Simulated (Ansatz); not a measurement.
Isolated molecules relaxed with PBE0-D4/def2-TZVP in Ansatz; ΔE leaves out vibrations. CBS: MP2 limit from def2 TZ/QZ plus the TZ coupled-cluster correction, frozen cores. This one scheme is used for every species, atoms too. DFT in def2-TZVPP. No spin–orbit coupling; open shells (•) take unrestricted orbitals. Spin–orbit coupling would lower the free atoms: a little for B, C, O. One conformer a species, not always the lowest.

Consider the atomization: `OBC#CO` → B• + 2 C• + 3 H• + 2 O•.

(1) What is ΔE at CCSD(T)/CBS? (Estimate.)

(2) What do these levels give: BHLYP-D4, MP2/def2-SVP, CCSD/def2-SVP, CCSD/def2-TZVPP, MP2/def2-QZVPP, MP2/CBS(def2)? (Estimate.)

Largest T1 diagnostic among the species: 0.015.

## Answers

(1) The calculation gave: +833.4 kcal/mol.

(2) Ansatz gave: BHLYP-D4 798.2, MP2/def2-SVP 822.0, CCSD/def2-SVP 781.5, CCSD/def2-TZVPP 792.5, MP2/def2-QZVPP 856.7, MP2/CBS(def2) 866.3 kcal/mol.

From r2SCAN to r2SCAN0 (25 % exact exchange), in def2-TZVPP and without D4, ΔE moves by −22.8 kcal/mol: exact exchange takes away binding that semilocal exchange gives to molecules. At CCSD(T), def2-SVP lies −39.9 kcal/mol from the extrapolated value and def2-TZVPP −23.4 kcal/mol: correlation converges slowly with the basis, and small sets miss more of it in the bonded molecule than in its fragments. The D4 term adds +4.3 kcal/mol with B3LYP and +2.2 kcal/mol with PBE0; it sums over pairs of atoms, weighted by their polarisabilities, and B3LYP, whose exchange is more repulsive, gets the larger term.

B3LYP here is the variant with VWN-RPA as its local correlation; programs differ in this.

For atomizations the MP2-based limit and the directly extrapolated one differ by several kJ/mol either way, and by 10 to 25 for some Ge, Se and Sn compounds, so smaller differences from it don't rank the levels.
